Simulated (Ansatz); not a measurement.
`O[SiH2]BO[SiH3]` + `[CH3][AlH][OH]` → `BO[SiH3]` + `[CH3][Al]([OH])[SiH2]O`  (redistribution)

Computed with Ansatz on PBE0-D4/def2-TZVP structures; ΔE is electronic, products minus reactants. CCSD(T)/CBS adds triple-zeta CCSD(T) − MP2 to the extrapolated MP2 energy (def2 sets, frozen cores). DFT in def2-TZVPP. B3LYP here is the variant with VWN-RPA as its local correlation; programs differ in this. Each species was taken in one conformer, which may not be the lowest.

```csv
level,ΔE (kJ/mol),difference from CCSD(T)/CBS
PBE-D4,-23.4,-3.8
B3LYP-D4,-19.1,0.5
ωB97M-V,-15.9,3.7
B2PLYP,-18.8,0.8
PBE,-23.5,-3.9
r2SCAN,-20.3,-0.7
PBE0,-22.4,-2.8
B3LYP,-19.3,0.3
HF/def2-TZVPP,-16.5,3.1
MP2/def2-TZVPP,-18.4,1.2
SCS-MP2/def2-TZVPP,-17.7,1.9
CCSD/def2-TZVPP,-18.1,1.5
CCSD(T)/def2-TZVPP,-18.7,0.9
MP2/def2-QZVPP,-18.9,0.7
HF/CBS(def2),-16.6,3.0
MP2/CBS(def2),-19.3,0.3
CCSD(T)/CBS,-19.6,0
```

Largest T1 diagnostic among the species: 0.013.
